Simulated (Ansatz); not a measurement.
Relaxation of F3Ge2H5 (10 atoms, charge 0, multiplicity 1), to a largest force component of 0.03 eV/Å in at most 50 steps.

Level of theory: Ansatz, RKS PBE/def2-SVP.

```xyz
10
Properties=species:S:1:pos:R:3
Ge 0.190 -0.065 0.213
Ge 0.129 -0.056 2.619
H -1.187 -0.684 3.128
H 1.347 -0.889 3.108
H 0.268 1.425 3.058
F 1.846 0.003 -0.342
F -0.583 1.290 -0.577
F -0.467 -1.498 -0.530
H -2.458 0.375 0.832
H -2.389 0.097 1.495
```

Q: Where does it end, and by what steps?

A: It converged. The force dipped under the threshold on the way, but the program's further checks kept it going. After 23 steps the energy has fallen by 0.205 eV; H10 moved furthest, 1.26 Å.

```
step  energy less start (eV)  largest force component (eV/Å)  accepted
   0                  0.0000                           1.625       yes
   1                 -0.1172                           0.183       yes
   2                 -0.1403                           0.648       yes
   3                 -0.1680                           0.074       yes
   4                 -0.1767                           0.117       yes
   5                 -0.1821                           0.209       yes
   6                 -0.1858                           0.225       yes
   7                 -0.1898                           0.152       yes
   8                 -0.1923                           0.191       yes
   9                 -0.1955                           0.122       yes
  10                 -0.1977                           0.074       yes
  11                 -0.1989                           0.071       yes
  12                 -0.1995                           0.074       yes
  13                 -0.2000                           0.049       yes
  14                 -0.2008                           0.035       yes
  15                 -0.1994                           0.231        no
  16                 -0.2018                           0.055       yes
  17                 -0.2025                           0.068       yes
  18                 -0.2027                           0.163       yes
  19                 -0.2038                           0.070       yes
  20                 -0.2042                           0.025       yes
  21                 -0.2049                           0.016       yes
  22                 -0.2051                           0.059       yes
  23                 -0.2054                           0.021       yes
```

```xyz
10
Properties=species:S:1:pos:R:3
Ge 0.399 -0.298 0.186
Ge 0.206 -0.227 2.612
H -1.020 -1.079 3.007
H 1.514 -0.815 3.187
H 0.026 1.254 3.012
F 1.745 0.619 -0.442
F -1.003 0.342 -0.648
F 0.602 -1.907 -0.458
H -2.673 0.983 0.964
H -3.101 1.128 1.586
```

Whether the end is a true minimum wasn't checked by a vibrational analysis.

Time of the run: 42 s on 4 threads of Intel(R) Xeon(R) Platinum 8259CL CPU @ 2.50GHz (Skylake/Cascade Lake), on a shared host, peak memory 0.22 GiB.
